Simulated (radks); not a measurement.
Results of a calculation; reference values are marked as such.
Mean orbital radii <r> (bohr) of the lithium ion Li+, [He], at several levels of relativity; Dirac values are averaged over j with weights 2j + 1. Spin-unpolarised spherical Kohn-Sham, PBEsol, point nucleus unless stated (finite: rms radius 2.444 fm), a radial shooting solver on a logarithmic mesh with Libxc functionals. A level marked "c x" has the speed of light scaled by that factor.

shell  non-rel.  scalar-rel., finite nucleus   Dirac  Dirac, c x 3  change of magnitude, last against first (%)
1s       0.5812                       0.5811  0.5811        0.5811                                        0.00
